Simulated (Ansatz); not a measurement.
Input for Ansatz (a quantum-chemistry and plane-wave program): R-CCSD(T)/aug-cc-pVDZ on C2H6O (a complex).

Ansatz 0.2 input:
```yaml
crystal:
  periodic: [false, false, false]
  atoms:
    - {symbol: C, position_ang: [-0.02331446, -0.00315736, 0.11219479]}
    - {symbol: H, position_ang: [-0.92380223, -0.61666894, 0.13498743]}
    - {symbol: H, position_ang: [0.61089034, -0.24874705, 0.96280025]}
    - {symbol: H, position_ang: [0.51752227, -0.19591626, -0.81338865]}
    - {symbol: H, position_ang: [-0.30088969, 1.05004129, 0.15171320]}
    - {symbol: C, position_ang: [-0.25731988, 0.06781732, 3.78620685]}
    - {symbol: O, position_ang: [0.84738811, -0.35211352, 3.58120548]}
    - {symbol: H, position_ang: [-0.64738159, 0.21162252, 4.81217635]}
    - {symbol: H, position_ang: [-0.94452599, 0.33378955, 2.96079003]}
basis:
  gaussian:
    orbitals: aug-cc-pVDZ
magnetization: {spin_polarized: false}
correlation: {method: ccsd_t, electrons: outside_noble_gas}
scf: {lower_state_search: off}
```

Predict the final total energy.

-154.6421 hartree (reference determinant -154.0851, T1 diagnostic 0.014).

How many basis functions does it have, and what does it roughly cost on one machine?

123 functions; very roughly 8 core-seconds.
